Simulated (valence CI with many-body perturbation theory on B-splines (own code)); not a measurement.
**Eu50+: electric-dipole lines**

Method: valence CI with perturbative core correlation (CI+MBPT): three valence electrons over a frozen Dirac-Fock core [Ne], a basis of 11 s, 11 p, 10 d, 8 f, 5 g, 2 h functions for each j, with the one-electron correlation potential Σ1 (screened to all orders), the two-electron term Σ2, the three-electron term Σ3, Breit, model QED; selected single and double excitations, second order for the rest, scaled by the run's own slope (own B-spline code, finite nucleus).

No measured spectrum was set against this ion. As an estimate, large intervals hold to a few tenths of a per cent, small ones and those within an open d or f shell to about a per cent.

Lines 201 to 250 of 586 in falling wavelength, among levels below 2210.0 eV, chosen from the strongest by gf and those to the six lowest levels. Wavelengths and rates use the calculated energies. Electric multipoles are in the length gauge, E1 and E2 with the static RPA response of the core. Weak lines are less certain than strong ones. Lines between different terms over intervals too small for the method are left out, as are lines whose strength nearly cancels. The highest levels of a list are the least certain.

Levels are named by their leading jj configuration (3d3/2^4 stands for four electrons in 3d with j = 3/2), which in mixed levels can hold well under half, so a name can repeat and another be missing. Letters in brackets count levels of one name in rising energy.

```tsv
λ vac (nm)	Upper	Lower	A (s⁻¹)	S (a.u.)
5.363	(3d3/2 3d5/2^2) J=9/2	(3p3/2 3d3/2 3d5/2) J=9/2 [a]	9.41e+10	7.17e-02
5.341	(3d3/2 3d5/2^2) J=5/2 [b]	(3p3/2 3d3/2 3d5/2) J=5/2 [b]	8.43e+10	3.81e-02
5.332	(3s 3d5/2^2) J=5/2	(3s 3p3/2 3d5/2) J=5/2 [a]	1.86e+11	8.34e-02
5.315	(3d5/2^3) J=3/2	(3p3/2 3d3/2 3d5/2) J=5/2 [e]	1.44e+11	4.26e-02
5.296	(3s 3d5/2^2) J=3/2	(3s 3p3/2 3d5/2) J=3/2 [a]	1.12e+11	3.29e-02
5.290	(3s 3p1/2 3d5/2) J=3/2	(3s 3p1/2 3p3/2) J=5/2	2.13e+10	6.23e-03
5.286	(3d5/2^3) J=9/2	(3p3/2 3d3/2 3d5/2) J=9/2 [b]	3.06e+10	2.23e-02
5.283	(3d3/2 3d5/2^2) J=3/2 [b]	(3p3/2 3d3/2 3d5/2) J=5/2 [c]	6.25e+10	1.82e-02
5.275	(3s 3d5/2^2) J=5/2	(3s 3p3/2 3d3/2) J=5/2 [b]	4.29e+10	1.86e-02
5.270	(3p3/2 3d5/2^2) J=9/2	(3p3/2^2 3d3/2) J=7/2	6.01e+10	4.34e-02
5.229	(3s 3d3/2 3d5/2) J=7/2 [b]	(3s 3p3/2 3d3/2) J=7/2	4.47e+10	2.52e-02
5.204	(3p3/2 3d3/2 3d5/2) J=5/2 [d]	(3p3/2^2 3d3/2) J=3/2 [a]	4.14e+10	1.73e-02
5.181	(3s 3p3/2 3d5/2) J=7/2 [b]	(3s 3p3/2^2) J=5/2	2.15e+11	1.18e-01
5.158	(3s 3d3/2 3d5/2) J=5/2 [b]	(3s 3p3/2 3d3/2) J=5/2 [a]	6.81e+10	2.77e-02
5.130	(3s 3d5/2^2) J=9/2	(3s 3p3/2 3d5/2) J=9/2	1.09e+11	7.27e-02
5.113	(3p3/2 3d5/2^2) J=7/2 [b]	(3p3/2^2 3d5/2) J=7/2	1.64e+11	8.68e-02
5.076	(3s 3p1/2 3d5/2) J=5/2 [b]	(3s 3p1/2 3p3/2) J=3/2 [a]	6.91e+09	2.68e-03
5.068	(3p3/2 3d5/2^2) J=5/2	(3p3/2^2 3d5/2) J=7/2	4.55e+10	1.75e-02
5.062	(3d5/2^3) J=5/2	(3p3/2 3d5/2^2) J=7/2 [a]	5.13e+10	1.97e-02
5.018	(3p3/2 3d5/2^2) J=3/2 [b]	(3p3/2^2 3d5/2) J=1/2	1.22e+11	3.04e-02
5.008	(3p3/2^2 3d3/2) J=7/2	(3s 3p3/2 3d5/2) J=5/2 [b]	4.85e+10	2.41e-02
4.988	(3s 3d5/2^2) J=1/2	(3s 3p3/2 3d5/2) J=3/2 [a]	1.30e+11	1.59e-02
4.987	(3s 3p1/2 3d5/2) J=3/2	(3s 3p1/2 3p3/2) J=3/2 [a]	4.60e+10	1.13e-02
4.802	(3s 3p3/2 3d5/2) J=5/2 [b]	(3s 3p3/2^2) J=5/2	6.35e+10	2.08e-02
4.654	(3p3/2^2 3d5/2) J=7/2	(3s 3p3/2 3d5/2) J=5/2 [b]	2.05e+11	8.17e-02
4.607	(3p3/2 3d3/2^2) J=7/2	(3s 3d3/2 3d5/2) J=5/2 [a]	4.43e+10	1.71e-02
4.527	(3p3/2^2 3d3/2) J=5/2	(3s 3p3/2 3d5/2) J=3/2 [a]	8.45e+10	2.32e-02
4.506	(3p3/2 3d3/2 3d5/2) J=7/2 [a]	(3s 3d3/2 3d5/2) J=7/2 [b]	5.30e+10	1.91e-02
4.492	(3s 3p1/2 3p3/2) J=3/2 [a]	(3s^2 3p1/2) J=1/2	2.37e+09	4.24e-04
4.418	(3p3/2^2 3d5/2) J=1/2	(3s 3p3/2 3d5/2) J=3/2 [b]	3.77e+11	3.21e-02
4.413	(3p3/2^2 3d3/2) J=7/2	(3s 3p3/2 3d5/2) J=7/2 [a]	4.16e+10	1.41e-02
4.407	(3p3/2 3d3/2 3d5/2) J=5/2 [e]	(3s 3d5/2^2) J=3/2	1.17e+11	2.97e-02
4.401	(3s 3p3/2 3d3/2) J=5/2 [b]	(3s^2 3d5/2) J=5/2	5.34e+10	1.35e-02
4.385	(3p3/2^2 3d5/2) J=9/2	(3s 3p3/2 3d5/2) J=7/2 [b]	5.28e+11	2.20e-01
4.376	(3p3/2 3d3/2 3d5/2) J=5/2 [d]	(3s 3d5/2^2) J=5/2	1.45e+11	3.60e-02
4.362	(3s 3p3/2 3d5/2) J=5/2 [a]	(3s^2 3d5/2) J=5/2	1.10e+11	2.71e-02
4.347	(3p3/2 3d3/2 3d5/2) J=9/2 [b]	(3s 3d5/2^2) J=9/2	1.28e+11	5.19e-02
4.346	(3p3/2^2 3d5/2) J=7/2	(3s 3p3/2 3d5/2) J=7/2 [b]	1.24e+11	4.02e-02
4.346	(3p3/2 3d5/2^2) J=7/2 [a]	(3s 3d5/2^2) J=7/2	1.02e+11	3.29e-02
4.336	(3p3/2^2 3d3/2) J=5/2	(3s 3p3/2 3d3/2) J=5/2 [b]	8.63e+10	2.08e-02
4.336	(3p3/2 3d3/2 3d5/2) J=3/2 [a]	(3s 3d3/2 3d5/2) J=3/2 [b]	1.51e+11	2.44e-02
4.326	(3p3/2^2 3d3/2) J=1/2	(3s 3p3/2 3d3/2) J=1/2 [b]	4.52e+11	3.61e-02
4.311	(3p3/2 3d5/2^2) J=9/2	(3s 3d5/2^2) J=7/2	9.11e+10	3.60e-02
4.309	(3p1/2 3p3/2 3d5/2) J=3/2 [a]	(3s 3p1/2 3d5/2) J=3/2	2.30e+11	3.64e-02
4.307	(3p3/2 3d3/2 3d5/2) J=5/2 [b]	(3s 3d3/2 3d5/2) J=5/2 [b]	1.94e+11	4.60e-02
4.305	(3p3/2 3d3/2 3d5/2) J=5/2 [e]	(3s 3d5/2^2) J=7/2	9.41e+10	2.22e-02
4.298	(3p3/2 3d3/2 3d5/2) J=11/2	(3s 3d3/2 3d5/2) J=9/2	5.15e+11	2.42e-01
4.297	(3s 3p3/2^2) J=5/2	(3s^2 3p3/2) J=3/2	2.61e+11	6.13e-02
4.285	(3p3/2^2 3d3/2) J=7/2	(3s 3p3/2 3d5/2) J=5/2 [a]	2.86e+11	8.90e-02
4.278	(3p3/2 3d5/2^2) J=7/2 [a]	(3s 3d5/2^2) J=5/2	2.91e+11	8.99e-02
```
